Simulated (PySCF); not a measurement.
C₂H₅O₂, SMILES [O]CCO, multiplicity 2.

Geometry: PBE-D3(BJ)/def2-SVP. The isomer is the one that the SMILES or the coordinates give; other isomers of the formula were not compared. Other conformers were not sampled.

Computed with PBE-D3(BJ)/def2-SVP (PySCF).

Harmonic, unscaled wavenumbers; measured fundamentals usually lie a few per cent lower.

```csv
mode,ν (cm⁻¹),IR (km/mol),moving atoms (share of kinetic energy)
1,173,5.4,"O 49 %, H 33 %, C 18 %"
2,292,4.0,"O 58 %, H 24 %, C 19 %"
3,359,99.9,"H 85 %, C 8 %"
4,481,53.3,"C 42 %, H 29 %, O 29 %"
5,670,37.0,"H 50 %, C 46 %"
6,765,24.0,"C 73 %, H 26 %"
7,895,14.4,"H 64 %, C 28 %"
8,1039,232.7,"H 41 %, C 30 %, O 29 %"
9,1129,2.6,"H 86 %, C 9 %"
10,1169,35.9,"H 41 %, C 30 %, O 29 %"
11,1211,2.4,H 90 %
12,1250,11.3,"H 63 %, O 21 %, C 16 %"
13,1305,11.8,"H 66 %, C 25 %, O 9 %"
14,1345,26.2,"H 79 %, C 13 %"
15,1423,6.1,"H 91 %, C 9 %"
16,1469,12.1,"H 84 %, C 15 %"
17,2751,75.0,H 96 %
18,2789,118.9,"H 90 %, C 10 %"
19,2917,48.5,H 94 %
20,3064,12.3,"H 91 %, C 9 %"
21,3689,39.8,H 94 %
```
